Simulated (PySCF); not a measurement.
## Field gradients at the hydrogen positions

Species: C5H9NO3Si.
Structure used (GFN2-xTB), in Å, numbered top down from 1:
```xyz
19
C5H9NO3Si angstrom
O     -3.4642   -0.6406   -0.2395
C     -2.7054    0.5328   -0.1978
C     -1.4626    0.3999    0.6967
C     -0.4802   -0.5472    0.1052
N     -0.8096   -1.7110   -0.3921
O      0.3086   -2.2989   -0.8723
C      1.3551   -1.4863   -0.6679
C      0.9265   -0.3461   -0.0482
O      1.5966    0.7371    0.3484
Si     3.1636    1.1611    0.1613
H     -2.8688   -1.3720   -0.4645
H     -2.3902    0.8315   -1.2102
H     -3.3641    1.3084    0.2015
H     -0.9798    1.3694    0.8253
H     -1.7789    0.0315    1.6758
H      2.3172   -1.8173   -1.0003
H      4.0333    0.1622    0.7823
H      3.1122    2.4341    0.8583
H      3.4809    1.2606   -1.2636
```

Level: PBE0/pcSseg-1 (PySCF, non-relativistic); Q(2H) = 0.00286 b; rigid geometry, the same for H and D, with no vibrational averaging.

Question: Rank these positions by the coupling χzz of a deuteron there, largest first.
A. H14 (methylene hydrogen)
B. H17 (Si–H hydrogen)
C. H16 (aromatic hydrogen)
D. H18 (Si–H hydrogen)
E. H11 (hydroxyl hydrogen)
F. H13 (methylene hydrogen)

Answer: E (280 kHz), C (230 kHz), A (203 kHz), F (198 kHz), D (113 kHz), B (106 kHz).

Q: What are Vzz, η and χzz (234.96 MHz × Q × Vzz) at all hydrogens?

A: 
```json
{"atom": "H11", "bonded to": "O1", "bond length (Å)": "0.969", "Vzz (au)": "0.4174", "η": "0.17", "χzz (kHz)": "280"}
{"atom": "H12", "bonded to": "C2", "bond length (Å)": "1.102", "Vzz (au)": "0.2799", "η": "0.04", "χzz (kHz)": "188"}
{"atom": "H13", "bonded to": "C2", "bond length (Å)": "1.093", "Vzz (au)": "0.2951", "η": "0.05", "χzz (kHz)": "198"}
{"atom": "H14", "bonded to": "C3", "bond length (Å)": "1.091", "Vzz (au)": "0.3014", "η": "0.04", "χzz (kHz)": "203"}
{"atom": "H15", "bonded to": "C3", "bond length (Å)": "1.093", "Vzz (au)": "0.3000", "η": "0.03", "χzz (kHz)": "202"}
{"atom": "H16", "bonded to": "C7", "bond length (Å)": "1.070", "Vzz (au)": "0.3428", "η": "0.11", "χzz (kHz)": "230"}
{"atom": "H17", "bonded to": "Si10", "bond length (Å)": "1.463", "Vzz (au)": "0.1581", "η": "0.04", "χzz (kHz)": "106"}
{"atom": "H18", "bonded to": "Si10", "bond length (Å)": "1.452", "Vzz (au)": "0.1676", "η": "0.02", "χzz (kHz)": "113"}
{"atom": "H19", "bonded to": "Si10", "bond length (Å)": "1.463", "Vzz (au)": "0.1579", "η": "0.04", "χzz (kHz)": "106"}
```

Q: Average by the element that carries the hydrogen.

A: on O: 280 kHz over 1 position, mean bond length 0.969 Å; on C: 204 kHz over 5 positions, mean bond length 1.090 Å; on Si: 108 kHz over 3 positions, mean bond length 1.459 Å.

The structure is a single GFN2-xTB conformer in the gas phase; no vibrational or solvent corrections. GFN2-xTB bond lengths can be off by several hundredths of an ångström, more for odd bonds, and the gradients follow them. With a basis this small, the couplings can be 20 % off.
